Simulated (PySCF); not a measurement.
Record of a relaxation.

C3H7AlFN.
Numbering: `[CH3:1][C:2]#[N+:3][AlH2-:4][CH2:5][F:6]` (hydrogens: H7, H8, H9 on C1; H10, H11 on Al4; H12, H13 on C5)
Bond orders are those of one Lewis drawing.

Method: PBE0-D3(BJ)/def2-SVP geometry optimisation, gas phase in PySCF 2.14.0; density fitting, grid level 1; the optimiser is geomeTRIC in internal coordinates, started from a GFN2-xTB structure with every atom displaced at random (about 0.01 Å). 7 of its 20 geometries are shown. The frame can shift and turn from step to step; on so coarse a grid that alone can change the energy by a few meV, and forces under 0.02 eV/Å are noise.

Step 0: E = -14008.6278 eV, largest atomic force 2.353 eV/Å
```
atom  x, y, z in Å  |  force x, y, z in eV/Å
C1      2.884   -0.047   -0.123   -0.808   1.907  -0.329
C2      1.517   -0.015   -0.612   -0.751   0.096  -0.637
N3      0.429    0.008   -1.020    2.267  -0.178   0.605
Al4    -1.426   -0.597   -0.906   -0.669   0.629   0.452
C5     -2.131    0.821    0.345   -0.578   0.307   0.061
F6     -3.160   -0.176   -0.018   -0.941  -0.412   0.176
H7      3.559   -0.245   -0.943    0.442  -0.145  -0.417
H8      2.973   -0.781    0.638    0.164  -1.058   0.977
H9      3.104    0.958    0.318    0.033  -0.557  -0.243
H10    -1.129   -1.980   -0.234    0.169  -0.397   0.265
H11    -1.884   -0.534   -2.384   -0.178   0.111  -0.655
H12    -2.114    0.785    1.456    0.272   0.038  -0.320
H13    -2.617    1.785    0.050    0.581  -0.341   0.067
```

Step 3: E = -14009.0092 eV, largest atomic force 0.599 eV/Å
```
atom  x, y, z in Å  |  force x, y, z in eV/Å
C1      3.065   -0.023   -0.199    0.116  -0.176  -0.027
C2      1.659   -0.071   -0.529   -0.001   0.120  -0.100
N3      0.537   -0.105   -0.794   -0.078  -0.105   0.165
Al4    -1.537   -0.544   -0.804    0.478  -0.179  -0.314
C5     -2.400    0.776    0.349   -0.175  -0.354  -0.111
F6     -3.481   -0.145   -0.088   -0.074   0.393   0.265
H7      3.668   -0.257   -1.091   -0.044   0.035   0.022
H8      3.290   -0.772    0.577   -0.029   0.060  -0.017
H9      3.339    0.974    0.168   -0.016   0.043   0.018
H10    -1.294   -1.974   -0.114   -0.046   0.064  -0.052
H11    -1.792   -0.369   -2.376    0.020  -0.020   0.101
H12    -2.364    0.709    1.445   -0.056   0.059   0.044
H13    -2.685    1.784    0.025   -0.093   0.059   0.006
```

Step 6: E = -14009.0646 eV, largest atomic force 1.050 eV/Å
```
atom  x, y, z in Å  |  force x, y, z in eV/Å
C1      3.158   -0.024   -0.265    0.582   0.053  -0.097
C2      1.723   -0.212   -0.359   -0.133  -0.142  -0.139
N3      0.584   -0.371   -0.458   -0.102   0.204   0.057
Al4    -1.537   -0.604   -0.713    0.561  -0.102   0.094
C5     -2.532    0.785    0.284    0.114   0.172  -0.007
F6     -3.718    0.135   -0.173   -0.258   0.054   0.022
H7      3.585    0.161   -1.298   -0.371  -0.170   0.967
H8      3.636   -0.942    0.184   -0.359   0.781  -0.359
H9      3.357    0.869    0.387   -0.003  -0.621  -0.438
H10    -1.588   -2.051   -0.037   -0.053  -0.007  -0.056
H11    -1.532   -0.395   -2.294   -0.022  -0.033  -0.043
H12    -2.565    0.800    1.387    0.029  -0.022  -0.043
H13    -2.566    1.833   -0.076    0.014  -0.167   0.041
```

Step 10: E = -14009.2193 eV, largest atomic force 0.254 eV/Å
```
atom  x, y, z in Å  |  force x, y, z in eV/Å
C1      2.983    0.073   -0.218   -0.104  -0.018   0.004
C2      1.572   -0.207   -0.340    0.013  -0.016   0.101
N3      0.448   -0.442   -0.430    0.124   0.048  -0.057
Al4    -1.506   -0.783   -0.774   -0.213   0.000  -0.059
C5     -2.352    0.738    0.220   -0.234  -0.093  -0.033
F6     -3.738    0.558    0.039    0.186   0.047   0.040
H7      3.371    0.441   -1.173    0.061   0.073  -0.171
H8      3.517   -0.843    0.054    0.082  -0.152   0.047
H9      3.154    0.830    0.555   -0.011   0.097   0.095
H10    -1.696   -2.240   -0.140    0.036   0.001   0.020
H11    -1.491   -0.643   -2.373    0.007  -0.010   0.016
H12    -2.161    0.758    1.310    0.023  -0.005   0.011
H13    -2.096    1.744   -0.160    0.029   0.029  -0.013
```

Step 13: E = -14009.2305 eV, largest atomic force 0.046 eV/Å
```
atom  x, y, z in Å  |  force x, y, z in eV/Å
C1      2.964    0.088   -0.184    0.019  -0.001  -0.013
C2      1.557   -0.186   -0.368   -0.012   0.003   0.017
N3      0.436   -0.407   -0.517    0.027  -0.001  -0.023
Al4    -1.542   -0.803   -0.825    0.000   0.011   0.029
C5     -2.334    0.722    0.211   -0.016  -0.022  -0.037
F6     -3.727    0.600    0.142    0.022   0.006   0.009
H7      3.397    0.455   -1.126   -0.013  -0.007   0.031
H8      3.484   -0.833    0.118   -0.014   0.027  -0.001
H9      3.096    0.852    0.597    0.001  -0.019  -0.015
H10    -1.635   -2.255   -0.154    0.003   0.007   0.001
H11    -1.581   -0.698   -2.423   -0.004   0.006  -0.001
H12    -2.046    0.727    1.281   -0.016   0.001  -0.004
H13    -2.063    1.720   -0.184    0.002  -0.009   0.006
```

Step 16: E = -14009.2309 eV, largest atomic force 0.034 eV/Å
```
atom  x, y, z in Å  |  force x, y, z in eV/Å
C1      2.973    0.101   -0.149   -0.016   0.003   0.016
C2      1.567   -0.161   -0.357    0.010  -0.004  -0.015
N3      0.450   -0.379   -0.531   -0.028   0.002   0.020
Al4    -1.523   -0.804   -0.837    0.005  -0.004  -0.029
C5     -2.362    0.702    0.183   -0.002   0.017   0.029
F6     -3.751    0.558    0.083    0.000  -0.007  -0.014
H7      3.429    0.442   -1.088    0.014   0.009  -0.026
H8      3.474   -0.819    0.185    0.013  -0.024   0.005
H9      3.100    0.877    0.618   -0.003   0.020   0.017
H10    -1.582   -2.255   -0.160    0.002  -0.006   0.000
H11    -1.567   -0.697   -2.435   -0.001  -0.010   0.001
H12    -2.102    0.711    1.260    0.002  -0.002   0.002
H13    -2.099    1.705   -0.203    0.005   0.006  -0.007
```

Step 19: E = -14009.2312 eV, largest atomic force 0.021 eV/Å
```
atom  x, y, z in Å  |  force x, y, z in eV/Å
C1      2.968    0.116   -0.123    0.003  -0.004   0.007
C2      1.566   -0.153   -0.347    0.000   0.003  -0.011
N3      0.451   -0.376   -0.531    0.007  -0.003   0.017
Al4    -1.514   -0.814   -0.849   -0.013   0.001  -0.016
C5     -2.364    0.692    0.165    0.013   0.004   0.007
F6     -3.751    0.548    0.043   -0.004  -0.001  -0.003
H7      3.434    0.456   -1.059   -0.001   0.003   0.004
H8      3.470   -0.801    0.218    0.000   0.002   0.000
H9      3.082    0.896    0.643   -0.003   0.003  -0.003
H10    -1.570   -2.264   -0.171    0.002   0.000   0.000
H11    -1.554   -0.712   -2.447    0.002  -0.006   0.001
H12    -2.118    0.700    1.245   -0.003  -0.003  -0.001
H13    -2.094    1.696   -0.218   -0.002  -0.001  -0.002
```

Q: Summarise the path.

A: The energy falls by 0.6033 eV from step 0 to step 19; nine tenths of that is first reached at step 8. It rises by more than 0.2 meV at step 6. The largest force goes from 2.353 to 0.021 eV/Å. Among the bonds N3–Al4 changes most, from 1.954 to 2.038 Å; the atoms move by 0.511 Å rms after alignment.

Q: Follow the three bonds and two angles with the largest change from start to end.

A: 
| step | E above end (eV) | largest force (eV/Å) | N3–Al4 (Å) | C5–F6 (Å) | Al4–H11 (Å) | Al4–C5–F6 (°) | C2–N3–Al4 (°) |
| --- | --- | --- | --- | --- | --- | --- | --- |
| 0 | 0.6033 | 2.353 | 1.954 | 1.478 | 1.548 | 67.5 | 149.5 |
| 1 | 0.3665 | 0.695 | 2.031 | 1.495 | 1.577 | 69.0 | 154.9 |
| 2 | 0.2933 | 0.616 | 2.063 | 1.497 | 1.593 | 70.4 | 157.3 |
| 3 | 0.2220 | 0.599 | 2.121 | 1.486 | 1.602 | 74.2 | 163.5 |
| 4 | 0.1958 | 0.675 | 2.140 | 1.472 | 1.601 | 76.5 | 167.4 |
| 5 | 0.1523 | 0.673 | 2.158 | 1.439 | 1.595 | 81.8 | 176.1 |
| 6 | 0.1666 | 1.050 | 2.149 | 1.427 | 1.594 | 86.4 | 177.4 |
| 7 | 0.1029 | 0.470 | 2.133 | 1.428 | 1.594 | 88.8 | 177.3 |
| 8 | 0.0592 | 0.361 | 2.095 | 1.422 | 1.596 | 94.7 | 174.6 |
| 9 | 0.0241 | 0.445 | 2.021 | 1.411 | 1.603 | 103.5 | 172.7 |
| 10 | 0.0119 | 0.254 | 2.013 | 1.409 | 1.605 | 104.7 | 174.3 |
| 11 | 0.0046 | 0.123 | 2.026 | 1.399 | 1.605 | 106.1 | 175.6 |
| 12 | 0.0026 | 0.104 | 2.033 | 1.402 | 1.604 | 105.9 | 177.7 |
| 13 | 0.0007 | 0.046 | 2.040 | 1.400 | 1.602 | 107.5 | 178.7 |
| 14 | 0.0004 | 0.034 | 2.044 | 1.400 | 1.602 | 107.6 | 179.1 |
| 15 | 0.0003 | 0.026 | 2.044 | 1.400 | 1.602 | 107.7 | 179.2 |
| 16 | 0.0003 | 0.034 | 2.041 | 1.399 | 1.602 | 107.6 | 178.9 |
| 17 | 0.0003 | 0.044 | 2.038 | 1.399 | 1.602 | 107.5 | 178.5 |
| 18 | 0.0002 | 0.033 | 2.038 | 1.399 | 1.602 | 107.5 | 178.6 |
| 19 | 0.0000 | 0.021 | 2.038 | 1.399 | 1.602 | 107.4 | 178.7 |

What follows is the cost of the whole optimisation. Time: 1.7 min wall; peak memory 0.51 GiB. Hardware: an Arm Neoverse V1 with one thread, on a shared host.
